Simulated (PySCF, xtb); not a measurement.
H3Sb, SMILES [SbH3].

GFN2-xTB (xtb) at its own geometry gives an orbital gap of 4.84 eV and a dipole moment of 1.20 D.

The structure is a stationary point at PBE0-D3(BJ)/def2-TZVPD. The def2 effective core potentials stand for the cores of Sb; spin–orbit coupling is left out.

Q: What does r2SCAN/def2-TZVPD run with PySCF give? (An estimate is asked for; the answer gives what the named calculation found.)

A: gap 6.09 eV (levels -6.76 and -0.68 eV), dipole 0.30 D.
